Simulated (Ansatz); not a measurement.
Single points on the cluster Be₅⁺.

```yaml
crystal:
  periodic: [false, false, false]
  atoms:
    - {symbol: Be, position_ang: [-0.666704, 0.107230, -0.984149]}
    - {symbol: Be, position_ang: [0.181425, 1.728370, 0.066913]}
    - {symbol: Be, position_ang: [-0.178230, -1.728739, -0.066024]}
    - {symbol: Be, position_ang: [1.183667, -0.119727, -0.090725]}
    - {symbol: Be, position_ang: [-0.520167, 0.012866, 1.073995]}
basis:
  gaussian: {orbitals: def2-TZVP, initial_orbitals: start.molden}
total_charge: 1
magnetization: {spin_polarized: true, initial_magnetization: 1}
hamiltonian: {xc: {name: BLYP}}
scf: {omitted_lower_state_checks: [starts]}
output: {orbitals: {seedname: orbitals}}
```

The file start.molden holds the orbitals of an earlier run on this structure, at another level or in another basis.

```sh
$ ansatz run in.yaml --threads 4 --pin off --events-out ev --progress --plain --max-ram 3916MiB
```

It prints (some lines left out):

```
Functional definition: BLYP
705 factors; their error is unknown
mean field evaluation 1: about -1993.7508 eV, gradient 4.5e0 eV
mean field evaluation 2: about -1993.8288 eV, gradient 1.0e-1 eV
mean field evaluation 4: about -1993.8167 eV, gradient 5.1e-4 eV
mean field -1993.81672231 eV, -73.2714130872 hartree, gradient 3.0e-5 eV, S^2 0.759221; 0 other end points of the search recorded, 0 dependent functions left out
reference -1993.81703518 eV, -73.2714245852 hartree; 10, 9 occupied and 85, 86 virtual orbitals, 705 factors
Total energy: -1993.81703518 eV, -73.2714245852 hartree
Checks for a lower state left out: starts
```

It took 1.1 s on 4 threads of Arm Neoverse V1 on a shared host.

Geometry: PBE/def2-TZVP.

The structure comes from a short search, and lower isomers may exist.
